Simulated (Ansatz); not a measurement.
Ansatz (a program for electronic structure) input (CCSD(T)/cc-pCVTZ): A basis named .json is the Basis Set Exchange file of that set (core-valence sets with the plain set on hydrogen).

Ansatz 0.2 input:
```yaml
crystal:
  periodic: [false, false, false]
  atoms:
    - {symbol: C, position_ang: [-1.14981457, -0.05477791, -0.04502006]}
    - {symbol: Si, position_ang: [0.54785519, 0.02610017, 0.02145083]}
    - {symbol: H, position_ang: [-1.76847219, 0.83159725, -0.09957680]}
    - {symbol: H, position_ang: [-1.68390593, -0.99607076, -0.03559828]}
    - {symbol: H, position_ang: [1.39794796, -1.17454559, 0.09584332]}
    - {symbol: H, position_ang: [1.28334497, 1.30228411, 0.00914054]}
basis:
  gaussian:
    orbitals: cc-pCVTZ.json
magnetization: {spin_polarized: false}
correlation: {method: ccsd_t, electrons: outside_noble_gas}
```

Output:

```
Functional definition: HF
integrals: 0.41 GiB planned
920 factors; integrals over basis functions are off by at most 1.4e-3 eV
mean field: 0.43 GiB planned
mean field evaluation 1: about -8952.2869 eV, gradient 3.0e1 eV
mean field evaluation 2: about -8952.2891 eV, gradient 3.0e1 eV
mean field evaluation 4: about -8954.9362 eV, gradient 2.7e0 eV
mean field evaluation 8: about -8954.9835 eV, gradient 1.1e-3 eV
mean field evaluation 16: about -8954.9802 eV, gradient 5.8e-1 eV
mean field -8954.98347358 eV, -329.0895727484 hartree, gradient 6.1e-6 eV, S^2 0.000000; 0 other end points of the search recorded, 0 dependent functions left out; unrestricted orbitals would lower it
6 core orbitals not correlated
reference -8954.98347358 eV, -329.0895727484 hartree; 6, 6 occupied and 146, 146 virtual orbitals, 920 factors
second order -8.08780616 eV of doubles, -0.00000000 eV of singles
coupled cluster: 0.92 GiB planned
cycle   1  -8.55699881 eV  change   -4.7e-1 eV  update   7.4e-2
cycle   2  -8.84426045 eV  change   -2.9e-1 eV  update   2.7e-2
cycle   3  -8.89840482 eV  change   -5.4e-2 eV  update   1.2e-2
cycle   4  -8.89660963 eV  change    1.8e-3 eV  update   3.7e-3
cycle   5  -8.89674188 eV  change   -1.3e-4 eV  update   1.1e-3
cycle   6  -8.89663064 eV  change    1.1e-4 eV  update   4.0e-4
cycle   7  -8.89675423 eV  change   -1.2e-4 eV  update   1.7e-4
cycle   8  -8.89676698 eV  change   -1.3e-5 eV  update   5.0e-5
cycle   9  -8.89674685 eV  change    2.0e-5 eV  update   1.5e-5
cycle  10  -8.89674390 eV  change    3.0e-6 eV  update   3.3e-6
perturbative correction -0.39582020 eV, -0.0145461241 hartree
Total energy: -8964.27603768 eV, -329.4310681802 hartree
```
